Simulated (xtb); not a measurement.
Cl₃H₃OSi₂, SMILES [SiH](Cl)(Cl)O[SiH2]Cl. All values are semi-empirical tight-binding results from xtb (GFN2-xTB unless named), good for trends rather than for accurate numbers. Coordinates come from a GFN2-xTB optimisation. This is a generated structure with no PubChem entry under its InChIKey; it may be hypothetical. One conformer was computed; it need not be the lowest.

Optimised geometry:

```xyz
9

Si     1.9111     0.6518     0.0444
Cl     2.9932    -0.6848    -0.9641
O      0.3689     0.1488    -0.0153
Si    -1.1468    -0.3930    -0.0240
Cl    -1.7075    -0.6459     1.8776
Cl    -2.2689     0.9912    -0.9275
H      2.2782     0.6573     1.4514
H      1.9269     1.9436    -0.6225
H     -1.1429    -1.6438    -0.7534
```

```json
{
 "orbital_gap": "5.98 eV",
 "dipole_moment": "0.92 D",
 "zero_point_energy": "21.4 kcal/mol",
 "G − E(el) at 298.15 K (modified RRHO)": "-2.3 kcal/mol",
 "static polarisability (D4 model)": "103.3 bohr³",
 "solvation energy, GFN2-xTB/ALPB(water)": "0.1 kcal/mol",
 "solvation energy, GFN2-xTB/ALPB(benzene)": "-4.3 kcal/mol"
}
```

Computed atomic charges and the Wiberg bond orders between heavy atoms:
charges (e) Si1 0.55, Cl2 -0.20, O3 -0.43, Si4 0.58, Cl5 -0.19, Cl6 -0.19, H7 -0.05, H8 -0.05, H9 -0.02. Bond orders Si1–Cl2 1.16, Si1–O3 1.04, O3–Si4 1.13, Si4–Cl5 1.13, Si4–Cl6 1.13.
